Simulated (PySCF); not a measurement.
hydronium (H3O), SMILES [OH3+], charge +1. The structure is a stationary point at B3LYP-D3(BJ)/def2-TZVPD.

PySCF 2.14.0 with TDA-PBE/def2-TZVPD puts the lowest singlet excitations at 10.85, 13.21, 13.21, 15.41, 15.52, 15.53 eV and the lowest triplet (TDA) at 10.05 eV.

What are the lowest singlet roots from EOM-CCSD/aug-cc-pVDZ run with PySCF? (An estimate is asked for; the answer gives what the named calculation found.)

11.70, 14.21, 14.21, 16.78, 16.78, 16.88 eV; triplets 10.96, 13.66, 13.66 eV. S1 differs by 0.86 eV (second minus first; roots are paired by order, and the bases may differ).
